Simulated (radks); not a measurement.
Results of a calculation; reference values are marked as such.
The bromine ion Br2+ inside a hard spherical wall (all orbitals vanish at R), configuration held at [Ar] 3d10 4s2 4p3 and not refilled when levels cross. Code: a radial shooting solver on a logarithmic mesh with Libxc functionals. Model: scalar-relativistic Kohn-Sham, LDA (Slater exchange, Perdew-Wang correlation), spin-polarised, spherical densities, point nucleus; open shells are filled with parallel spins first. Eigenvalues in eV for spin up, with the zero of energy where the potential of the charges vanishes at infinity; a dash marks a level that is unbound or too diffuse for the functional's potential to be trusted. A positive occupied level is held by the wall or, in an anion where self-interaction has pushed it up, behind a barrier. The pressure on the wall is -dE/dV.

R (bohr) = free: E (hartree) -2601.87950; kinetic (hartree) 2657.355; e(3p) -197.30; e(3d) -91.093; e(4s) -43.127; e(4p) -29.463; e(4d, empty) -12.243; e(5s, empty) -12.220; pressure (GPa) 0
R (bohr) = 8: E (hartree) -2601.87950; kinetic (hartree) 2657.355; e(3p) -197.30; e(3d) -91.093; e(4s) -43.126; e(4p) -29.462; e(4d, empty) -12.224; e(5s, empty) -12.118; pressure (GPa) 0.000291
R (bohr) = 6: E (hartree) -2601.87899; kinetic (hartree) 2657.362; e(3p) -197.28; e(3d) -91.068; e(4s) -43.108; e(4p) -29.442; e(4d, empty) -11.962; e(5s, empty) -11.046; pressure (GPa) 0.0820
R (bohr) = 4: E (hartree) -2601.81869; kinetic (hartree) 2657.850; e(3p) -195.95; e(3d) -89.753; e(4s) -42.140; e(4p) -28.225; e(4d, empty) -8.349; e(5s, empty) 0.256; pressure (GPa) 20.4
R (bohr) = 3.5: E (hartree) -2601.69053; kinetic (hartree) 2658.654; e(3p) -194.15; e(3d) -87.987; e(4s) -40.712; e(4p) -26.367; e(4d, empty) -4.618; e(5s, empty) 10.972; pressure (GPa) 81.2
R (bohr) = 3: E (hartree) -2601.30097; kinetic (hartree) 2660.659; e(3p) -190.45; e(3d) -84.348; e(4s) -37.260; e(4p) -21.894; e(4d, empty) 2.984; e(5s, empty) 32.086; pressure (GPa) 336
R (bohr) = 2: E (hartree) -2596.11467; kinetic (hartree) 2680.018; e(3p) -168.42; e(3d) -62.525; e(4s) -3.126; e(4p) 19.029; e(4d, empty) 57.390; e(5s, empty) 176.88; pressure (GPa) 8290
